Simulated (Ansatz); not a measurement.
cyclo-(Me2SnS)3 (C₆H₁₈S₃Sn₃). The state is a singlet with charge 0. Geometry PBE-D4/def2-SVP.

```xyz
30

Sn    1.329   -1.669    0.849
C     3.029   -0.723   -0.109
C     1.825   -3.200    2.298
S    -0.082   -2.773   -0.829
Sn   -1.390   -0.844   -1.600
C    -3.041   -0.473   -0.246
C    -1.953   -1.290   -3.644
S     0.062    1.139   -1.755
Sn    0.055    1.908    0.576
C     1.894    3.033    0.803
C    -1.751    3.032    1.009
S     0.006   -0.013    2.104
H     3.604   -0.147    0.642
H     2.644   -0.057   -0.904
H     3.670   -1.509   -0.553
H     2.480   -2.771    3.080
H     2.345   -4.033    1.788
H     0.891   -3.573    2.758
H    -3.523    0.489   -0.504
H    -2.633   -0.441    0.782
H    -3.772   -1.299   -0.337
H    -2.547   -2.224   -3.666
H    -2.553   -0.453   -4.051
H    -1.036   -1.421   -4.247
H     2.001    3.350    1.858
H     2.745    2.388    0.518
H     1.866    3.923    0.144
H    -2.053    3.583    0.099
H    -1.561    3.744    1.835
H    -2.549    2.325    1.301
```

In the def2 sets Sn takes a core potential; there is no spin–orbit coupling. Single mean-field runs in def2-TZVP are fitted with def2-universal-jkfit.

Question: Estimate the orbital energies around the gap (eV) in Ansatz with LDA (SPW92)/def2-TZVP, r2SCAN-D4/def2-TZVP, B97M-V/def2-TZVP, PBE0-D4/def2-SVP, PBE0-D4/def2-TZVP.

Answer: 
```
orbital  LDA (SPW92)/def2-TZVP  r2SCAN-D4/def2-TZVP  B97M-V/def2-TZVP  PBE0-D4/def2-SVP  PBE0-D4/def2-TZVP
 HOMO−9                  -7.84                -7.96             -8.00             -8.90              -8.92
 HOMO−8                  -7.36                -7.48             -7.53             -8.34              -8.35
 HOMO−7                  -7.35                -7.46             -7.50             -8.34              -8.34
 HOMO−6                  -7.03                -7.15             -7.21             -7.98              -8.01
 HOMO−5                  -6.98                -7.08             -7.14             -7.93              -7.94
 HOMO−4                  -6.89                -7.00             -7.08             -7.81              -7.86
 HOMO−3                  -6.77                -6.90             -6.98             -7.67              -7.74
 HOMO−2                  -5.88                -6.02             -6.14             -6.81              -6.91
 HOMO−1                  -5.87                -6.00             -6.12             -6.80              -6.89
   HOMO                  -5.64                -5.77             -5.89             -6.55              -6.66
   LUMO                  -1.93                -1.45             -1.43             -0.63              -0.79
 LUMO+1                  -1.90                -1.41             -1.38             -0.56              -0.78
 LUMO+2                  -1.82                -1.34             -1.28             -0.44              -0.67
 LUMO+3                  -0.87                -0.28             -0.40              0.49               0.17
 LUMO+4                  -0.58                 0.02             -0.17              0.80               0.44
 LUMO+5                  -0.42                 0.18             -0.05              0.97               0.55
```
